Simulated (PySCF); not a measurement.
PySCF input for FS, SMILES F[S] (connectivity only; charge and spin as stated), charge -1, multiplicity 1, PBE0/pcSseg-2. Geometry: PBE-D3(BJ)/def2-TZVPD. The spin state was assumed, not searched.

```python
import numpy as np
from pyscf import gto, scf, dft
from pyscf.prop.nmr import rks as nmr

mol = gto.M(
    atom='''
    F     0.00000000    0.00000000   -1.11516584
    S     0.00000000    0.00000000    0.62728078
    ''',
    basis='pcSseg-2',
    charge=-1,
    spin=0,
    max_memory=1600,
    verbose=3,
)
mf = dft.RKS(mol, xc='pbe0')
mf.grids.level = 3
mf.conv_tol = 1e-10
mf.max_cycle = 100
mf.kernel()
n = nmr.NMR(mf)
n.verbose = 2
n.max_cycle_cphf = 60
sigma = n.kernel()
print('atom   isotropic/ppm   span/ppm')
for i, s in enumerate(sigma):
    w = np.linalg.eigvalsh((s + s.T) / 2)
    print(f'{mol.atom_symbol(i):2s}{i + 1:3d} {w.mean():14.3f} {w[2] - w[0]:11.3f}')
```

Program output:

```
converged SCF energy = -497.86555813177
atom   isotropic/ppm   span/ppm
F   1        905.352     618.811
S   2      -1047.978    3169.751
```

The run converged.

Cost: very roughly 2.3 core-seconds.
